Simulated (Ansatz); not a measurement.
Program: Ansatz. Geometries: PBE0-D4/def2-TZVP. ΔE: electronic, gas phase. CBS: MP2 limit from def2 TZ/QZ plus the TZ coupled-cluster correction, frozen cores. This one scheme is used for every species. Functionals use def2-TZVPP. One conformer a species, not always the lowest.

Consider the redistribution: `F[Si](F)(Cl)Cl` + `OB[SiH3]` → `OB[Si](F)(F)Cl` + `[SiH3]Cl`.

```
         level  ΔE (kJ/mol)  difference from CCSD(T)/CBS
       BLYP-D4         -6.9                         -4.5
       PBE0-D4         -1.5                          0.9
    r2SCANh-D4          1.2                          3.6
      BHLYP-D4         -6.3                         -3.9
           PBE         -2.4                          0.0
          BLYP         -8.4                         -6.0
        r2SCAN          1.5                          3.9
       LC-ωPBE         -2.5                         -0.1
MP2/def2-QZVPP         -2.8                         -0.4
 MP2/CBS(def2)         -3.4                         -1.0
   CCSD(T)/CBS         -2.4                            0
```

Largest T1 diagnostic among the species: 0.014.

Leaving LDA and LC-ωPBE aside and taking each functional with its dispersion term where it has one, the values, not all of them listed here, spread over 12.7 kJ/mol, from BLYP-D4 to B97M-V. LDA lies +6.3 kJ/mol from PBE without D4. In def2-TZVPP, CCSD(T) changes the Hartree–Fock value by +8.7 kJ/mol (the triples alone add +1.2 kJ/mol) and MP2 by +7.7 kJ/mol.
